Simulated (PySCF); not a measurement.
Can point charges reproduce the dipole moment of `C=C(C)[P@H](=O)CCCO`?

Coordinates (GFN2-xTB, Å) and charges (e) from the PBE0/pcSseg-1 density (PySCF):

| atom | x | y | z | Mulliken | IAO | Hirshfeld | ESP-fitted |
| --- | --- | --- | --- | --- | --- | --- | --- |
| C1 | -2.800 | 0.944 | -0.747 | -0.0396 | -0.2991 | -0.0919 | -0.4682 |
| C2 | -2.031 | 0.167 | -0.001 | -0.6802 | -0.2508 | -0.0483 | +0.0254 |
| C3 | -2.489 | -1.066 | 0.709 | -0.1560 | -0.4271 | -0.1182 | -0.3803 |
| P4 | -0.279 | 0.637 | 0.197 | +0.9630 | +1.4037 | +0.3932 | +0.7157 |
| O5 | 0.066 | 1.908 | -0.450 | -0.6541 | -0.9412 | -0.3935 | -0.6569 |
| C6 | 0.617 | -0.824 | -0.491 | -0.4947 | -0.5107 | -0.1132 | -0.0515 |
| C7 | 2.049 | -0.459 | -0.845 | -0.2681 | -0.2731 | -0.0767 | -0.1725 |
| C8 | 2.824 | -0.123 | 0.427 | +0.0726 | -0.0485 | +0.0046 | +0.1612 |
| O9 | 2.139 | 0.838 | 1.189 | -0.4708 | -0.5518 | -0.1913 | -0.6259 |
| H10 | -3.849 | 0.749 | -0.909 | +0.1062 | +0.1454 | +0.0482 | +0.1989 |
| H11 | -2.382 | 1.817 | -1.221 | +0.1309 | +0.1681 | +0.0452 | +0.1976 |
| H12 | -3.574 | -1.085 | 0.794 | +0.1274 | +0.1533 | +0.0503 | +0.1449 |
| H13 | -2.052 | -1.109 | 1.706 | +0.1219 | +0.1460 | +0.0433 | +0.0954 |
| H14 | -2.171 | -1.957 | 0.166 | +0.1357 | +0.1513 | +0.0454 | +0.1032 |
| H15 | -0.163 | 0.605 | 1.579 | +0.0434 | -0.0850 | -0.0127 | -0.0219 |
| H16 | 0.070 | -1.101 | -1.398 | +0.1664 | +0.1576 | +0.0468 | +0.0445 |
| H17 | 0.582 | -1.657 | 0.212 | +0.1474 | +0.1461 | +0.0438 | +0.0401 |
| H18 | 2.542 | -1.277 | -1.373 | +0.1279 | +0.1430 | +0.0462 | +0.0415 |
| H19 | 2.032 | 0.419 | -1.497 | +0.1431 | +0.1480 | +0.0389 | +0.0891 |
| H20 | 3.838 | 0.218 | 0.183 | +0.1129 | +0.1258 | +0.0400 | +0.0195 |
| H21 | 2.899 | -1.008 | 1.067 | +0.1128 | +0.1403 | +0.0423 | +0.0715 |
| H22 | 2.121 | 1.672 | 0.702 | +0.2518 | +0.3588 | +0.1579 | +0.4285 |

Form Σ q r in debye for every column and set it beside the full dipole.

The full density gives (0.13, -3.37, -0.11) D, 3.37 D in size; dipole vectors point from the negative to the positive end.

```json
{"scheme": "Mulliken", "μx": "0.92", "μy": "-4.26", "μz": "1.03", "size (D)": "4.48", "share of the full size (%)": "133", "angle to the full dipole (°)": "18"}
{"scheme": "IAO", "μx": "0.26", "μy": "-4.77", "μz": "0.80", "size (D)": "4.84", "share of the full size (%)": "144", "angle to the full dipole (°)": "11"}
{"scheme": "Hirshfeld", "μx": "0.33", "μy": "-2.49", "μz": "0.59", "size (D)": "2.58", "share of the full size (%)": "77", "angle to the full dipole (°)": "16"}
{"scheme": "ESP-fitted", "μx": "0.13", "μy": "-3.39", "μz": "-0.06", "size (D)": "3.39", "share of the full size (%)": "101", "angle to the full dipole (°)": "1"}
```

Which set comes closest?

Length of the difference vector: ESP-fitted 0.05 D, Hirshfeld 1.13 D, Mulliken 1.64 D, IAO 1.67 D. Closest: ESP-fitted. 

What is left for the Hirshfeld atoms' own dipoles?

The shares of the density sum to the whole, so what Σ q r misses lies in dipoles about the nuclei. The atomic dipoles sum to (0.13, -3.37, -0.11) − (0.33, -2.49, 0.59) = (-0.20, -0.88, -0.70) D, 1.13 D in size.

With the origin at the mean of the coordinates, (0.000, -0.077, 0.000) Å, which are the largest single terms, by size, of the ESP-fitted dipole along the direction of the full one?

O5 +6.20, H22 -3.47, O9 +2.61, P4 -2.51, C1 +2.48 D; all 22 atoms together +3.39 D. The single terms depend on the origin, their sum doesn't.

Give the size of the full dipole in other units.

3.37 D = 1.327 au = 0.702 e·Å = 11.25 × 10⁻³⁰ C·m.

Isolated species at its GFN2-xTB geometry (one conformer only).
